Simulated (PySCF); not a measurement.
diboron tetrafluoride (B2F4), SMILES FB(F)B(F)F. Heavy atoms are numbered as in [F:1][B:2]([F:3])[B:4]([F:5])[F:6].

Coordinates come from a PBE0-D3(BJ)/def2-SVP optimisation. Other conformers were not sampled.

These are PBE/pcSseg-1 (PySCF) values and carry that method's errors.

GIAO shieldings, no solvent; atoms alike by connectivity are averaged. δ = σ(ref) − σ: ¹⁹F against CFCl3 (σ = 133.6 ppm); ¹¹B against BF3 (σ = 83.9 ppm), references at their B3LYP-D3(BJ)/def2-TZVP geometries, non-relativistic.

Computed chemical shifts:
```csv
nucleus,atoms,count,δ (ppm)
¹⁹F,F1,4,-56.5
¹¹B,B2,2,11.3
```
